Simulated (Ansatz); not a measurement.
`OCOB[SiH3]` + `[NH2][GaH2]` → `[NH2][GaH][BH][SiH3]` + `OCO`  (formal exchange of groups at a B–O bond)

Calculated with Ansatz (gas phase, PBE0-D4/def2-TZVP geometries, no zero-point term in ΔE). CCSD(T)/CBS adds triple-zeta CCSD(T) − MP2 to the extrapolated MP2 energy (def2 sets, frozen cores). This one scheme is used for every species. Functionals use def2-TZVPP. B3LYP here is the variant with VWN-RPA as its local correlation; programs differ in this. For Ga outer-core shells are correlated without core-valence functions, which leaves a few kJ/mol of doubt a bond. Scalar relativity is left out up to krypton. One conformer a species, not always the lowest.

`OCOB[SiH3]`:

```xyz
12

O     1.677    0.504    0.457
C     0.684    1.418    0.149
O    -0.035    1.050   -1.018
B    -0.742   -0.100   -1.070
Si   -0.906   -1.453    0.440
H     2.361    0.546   -0.219
H     0.011    1.446    1.008
H     1.082    2.416   -0.052
H    -1.271   -0.307   -2.128
H    -0.680   -0.903    1.806
H     0.082   -2.545    0.210
H    -2.263   -2.071    0.416
```

`[NH2][GaH2]`:

```xyz
6

N    -0.222    0.561    0.738
Ga    0.200   -0.506   -0.666
H    -1.157    0.861    0.956
H     0.450    0.923    1.392
H    -0.980   -0.971   -1.575
H     1.709   -0.868   -0.845
```

`[NH2][GaH][BH][SiH3]`:

```xyz
11

N     1.149   -2.230   -0.007
Ga   -0.017   -1.193    0.930
B     0.029    0.871    0.742
Si   -0.832    1.853   -0.777
H     1.170   -3.233    0.058
H     1.871   -1.880   -0.612
H    -1.028   -2.014    1.808
H     0.639    1.528    1.539
H     0.257    1.913   -1.803
H    -1.981    1.135   -1.395
H    -1.258    3.250   -0.482
```

`OCO`:

Cartesian coordinates in Å:
```
O 0.386 1.033 0.519
C -0.151 0.098 -0.369
O -0.120 -1.206 0.129
H -0.147 1.021 1.320
H 0.437 0.202 -1.286
H -1.206 0.298 -0.585
H 0.801 -1.446 0.272
```

| level | ΔE (kJ/mol) |
| --- | --- |
| PBE-D4 | 136.2 |
| B3LYP-D4 | 145.3 |
| B2PLYP | 145.6 |
| PBE0 | 134.8 |
| SCS-MP2/def2-TZVPP | 146.0 |
| CCSD/def2-TZVPP | 140.0 |
| CCSD(T)/def2-TZVPP | 142.0 |
| HF/CBS(def2) | 146.8 |

(1) What does CCSD(T)/CBS give? (An estimate is asked.)

Largest T1 diagnostic among the species: 0.015.

Answers

(1) Computed: +136.7 kJ/mol. The listed levels differ from it by -0.5, 8.6, 8.9, -1.9, 9.3, 3.3, 5.3, 10.1 kJ/mol.
